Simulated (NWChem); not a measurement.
System: C3H5BFN; SMILES N1B(C=CC1)F

Here is an NWChem input.

```
start job
memory heap 200 mb stack 900 mb global 1100 mb
geometry units angstroms noautoz
  F      0.070547    -2.160035     0.000000
  B      0.069687    -0.818311     0.000000
  C      1.277521     0.169572     0.000000
  C      0.746466     1.406294     0.000000
  C     -0.763794     1.389264     0.000000
  N     -1.099542    -0.025916     0.000000
  H      2.346037    -0.023015     0.000000
  H      1.284428     2.351613     0.000000
  H     -1.165494     1.909452    -0.883958
  H     -1.165494     1.909452     0.883958
  H     -2.065915    -0.315298     0.000000
end
basis spherical
  * library 6-31g*
end
dft
  xc scan
  iterations 150
  mulliken
end
task dft energy
```

All runs use the structure optimised with B3LYP/6-31G* (spherical d).

**Question.** Predict the main results of this run. (SCAN/6-31G* (spherical d).) Quantities: energy (Ha); highest occupied level (eV); orbital gap (eV); dipole (D).

**Answer.** 
* **energy (Ha)**: -296.74
* **highest occupied level (eV)**: -6.03
* **orbital gap (eV)**: 5.21
* **dipole (D)**: 2.52
